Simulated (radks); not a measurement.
Q: Excited configurations of Ce IV: one electron is placed in a higher orbital outside [Xe]. The ground configuration is [Xe] 4f1. Method: scalar-relativistic Kohn-Sham, PBEsol, spin-polarised, spherical densities, finite nucleus; open shells are filled with parallel spins first (spin-orbit coupling, left out, can overturn this in heavy ions); Fermi nuclear charge, rms radius 4.8771 fm; computed with a radial shooting solver on a logarithmic mesh with Libxc functionals. Excitation = E - E(ground); binding = E(ion) - E, where the ion is the core of charge +4; n* = 4/sqrt(2 binding) in atomic units, and the quantum defect is n - n*.

| outer orbital | excitation (eV) | binding (eV) | n* | quantum defect | eigenvalue (eV) | <r> (bohr) |
|---|---|---|---|---|---|---|
| 5d | 7.438 | 30.558 | 2.669 | 2.331 | -25.816 | 2.234 |
| 5f | 23.693 | 14.303 | 3.901 | 1.099 | -12.045 | 4.178 |
| 6p | 16.511 | 21.485 | 3.183 | 2.817 | -19.062 | 3.745 |
| 6d | 22.753 | 15.243 | 3.779 | 2.221 | -13.462 | 4.882 |
| 7s | 23.374 | 14.622 | 3.858 | 3.142 | -13.112 | 5.787 |
| 7p | 25.431 | 12.565 | 4.162 | 2.838 | -11.219 | 6.509 |
| 7d | 28.389 | 9.606 | 4.760 | 2.240 | -8.527 | 8.084 |

Estimate the row for 7f.

A: excitation (eV) 31.378; binding (eV) 6.618; n* 5.735; quantum defect 1.265; eigenvalue (eV) -5.874; <r> (bohr) 11.20. The Delta-SCF ionisation energy is 37.996 eV (NIST Atomic Spectra Database: 36.91 eV, semi-empirical). Self-interaction in the functional shifts the binding energies and quantum defects, so they are the method's values and not measured ones. Open shells are spherical and high-spin; term and fine-structure splittings are not resolved. Spin-orbit splitting is averaged out at the scalar-relativistic level.
